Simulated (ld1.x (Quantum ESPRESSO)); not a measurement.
What one change does to a pseudopotential (Pb (Z = 82), PAW)

| Item | Value |
| --- | --- |
| Element | lead (Pb) |
| Generator | ld1.x (Quantum ESPRESSO) 7.5 |
| Type | PAW |
| Functional | LDA (PZ) |
| Relativity | non-relativistic |
| Frozen core | [Xe] 4f14 |
| Valence charge | 14 |
| Reference configuration | 5d10 6s2 6p0 (charge +2) |
| Partial waves | 6s (bound): rcut 1.80, rcutus 2.35 bohr; 6s channel at -1.45 Ry: rcut 1.80, rcutus 2.35 bohr; 6p (bound, empty): rcut 2.40, rcutus 2.65 bohr; 6p channel at -0.45 Ry: rcut 2.40, rcutus 2.65 bohr; 5d (bound): rcut 1.60, rcutus 1.75 bohr; 5d channel at -2.2 Ry: rcut 1.60, rcutus 1.75 bohr |
| Local potential | all-electron potential smoothed inside 1.45 bohr (lloc = -2) |
| Core correction | a·sin(br)/r model core, default radius (ld1.x builds one for every PAW set, though the input has nlcc=.false.) |
| Augmentation charge | BESSEL, radius 1.80 bohr |

Change: local potential all-electron potential smoothed inside 2.88 bohr (lloc = -2).

Cutoffs: the cutoffs (Ry, on a coarse ladder) from which the occupation-weighted sum of valence levels, in a spherical-Bessel basis at the reference potential, stays within 10 and 1 mRy of its value at 400 Ry; they do not see the model core or the augmentation charge, which bear on the density cutoff. Errors are all-electron minus pseudo energies relative to the spin-unpolarised reference configuration.

Task: How do hardness, ghosts and transferability respond?

Result: The potential gets harder (40 Ry and 70 Ry → 45 Ry and 80 Ry); both files keep a bound ghost (s); of the 9 tests that both files solve, the error grows in 5 and shrinks in 1 by more than 15 % and 0.3 meV (median size 2.6 → 2.5 meV).

```csv
quantity,base,changed
"cutoff, loose",40 Ry,45 Ry
"cutoff, tight",70 Ry,80 Ry
bound ghosts,s,s
"error for 5d10 6s2 6p2, meV [ΔE -20.65 eV]",+2.4,-2.5
"error for 5d10 6s2 6p1, meV [ΔE -13.71 eV]",+0.8,-1.4
"error for 5d10 6s1 6p0, meV [ΔE 28.93 eV]",-2.6,-6.0
"error for 5d9 6s2 6p3, meV [ΔE 1.88 eV]",-18,-82
"error for 5d10 6s2 6p2.3, meV [ΔE -21.56 eV]",+2.9,-2.6
"error for 5d10 6s2 6p1.5, meV [ΔE -17.97 eV]",+1.5,-2.1
"error for 5d10 6s0 6p4, meV [ΔE -8.56 eV]",+8.0,+0.7
"error for 5d10 6s2 6p2 (spin-polarised), meV [ΔE -21.09 eV]",+3.9,-4.4
"error for 5d10 6s2 6p1 (spin-polarised), meV [ΔE -13.85 eV]",+1.5,-2.4
lowest overlap eigenvalue by channel,"s 0.34, p 0.42, d 0.94","s 0.29, p 0.54, d 1.00"
```

 A true bound ghost makes a file unfit for plane-wave use even where its test errors are small: the radial tests pick states by their node count and pass the ghost by.
